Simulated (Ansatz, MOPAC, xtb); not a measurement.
Diatomic CH-, multiplicity 3 (lowest of 2S+1 = 1, 3, 5 at CCSD(T)/def2-TZVPP on PBE0 minima; our sources give no spin for the ground state, which may be another).

Constants: fifth-degree fit in 1/R to seven points, most abundant isotopes. Runs in def2 and cc sets follow the lowest solution found near the PBE0 minimum.

Run with Ansatz (a first-principles code); MOPAC for AM1, PM3 (differences of heats of formation); xtb for the GFN methods. Values without a source in brackets are computed. The GFN methods have no spin term and hold the electronic entropy of 300 K.

| level | r_e (Å) | ω_e (cm⁻¹) | B_e (cm⁻¹) | ω_e x_e (cm⁻¹) |
|---|---|---|---|---|
| AM1 | 1.117 | 2836 | 14.5 | 55 |
| PM3 | 1.099 | 2869 | 15.0 | 100 |
| GFN1-xTB | 1.097 | 2925 | 15.1 | 55 |
| SVWN5/def2-TZVPP | 1.157 | 2506 | 13.6 | 71 |
| PBE/def2-TZVPP | 1.155 | 2500 | 13.6 | 73 |
| r2SCAN/def2-TZVPP | 1.146 | 2543 | 13.8 | 76 |
| B97M-V/def2-TZVPP | 1.145 | 2515 | 13.8 | 82 |
| B3LYP/def2-TZVPP | 1.143 | 2556 | 13.9 | 77 |
| PBE0/def2-TZVPP | 1.143 | 2595 | 13.9 | 73 |
| BHLYP/def2-TZVPP | 1.131 | 2657 | 14.2 | 77 |
| CAM-B3LYP/def2-TZVPP | 1.139 | 2608 | 14.0 | 75 |
| wB97X-V/def2-TZVPP | 1.144 | 2600 | 13.9 | 73 |
| wB97M-V/def2-TZVPP | 1.139 | 2613 | 14.0 | 73 |
| B2PLYP/def2-TZVPP | 1.139 | 2603 | 14.0 | 76 |
| CCSD/aug-cc-pVTZ | 1.136 | 2641 | 14.1 | 77 |
| CCSD/def2-TZVPP | 1.141 | 2592 | 13.9 | 78 |
| CCSD/aug-cc-pVQZ | 1.134 | 2653 | 14.1 | 78 |
| CCSD/def2-QZVPP | 1.136 | 2628 | 14.1 | 79 |
| CCSD/aug-cc-pV5Z | 1.133 | 2658 | 14.1 | 78 |
| CCSD(T)/aug-cc-pVTZ | 1.139 | 2615 | 14.0 | 77 |
| CCSD(T)/def2-TZVPP | 1.144 | 2565 | 13.9 | 79 |
| CCSD(T)/aug-cc-pVQZ | 1.137 | 2627 | 14.0 | 78 |
| CCSD(T)/def2-QZVPP | 1.139 | 2601 | 14.0 | 79 |
| CCSD(T)/aug-cc-pV5Z | 1.136 | 2631 | 14.0 | 78 |
| CCSD(T)/CBS(def2-TZVPP, def2-QZVPP) | 1.139 | 2605 | 14.0 | 78 |
| CCSD(T)/CBS(aug-cc-pVQZ, aug-cc-pV5Z) | 1.136 | 2634 | 14.1 | 78 |

Correlated levels freeze the cores. CBS: X⁻³ extrapolation of the correlation energy, Hartree–Fock from the larger set. The state that AM1, PM3 reach isn't checked.
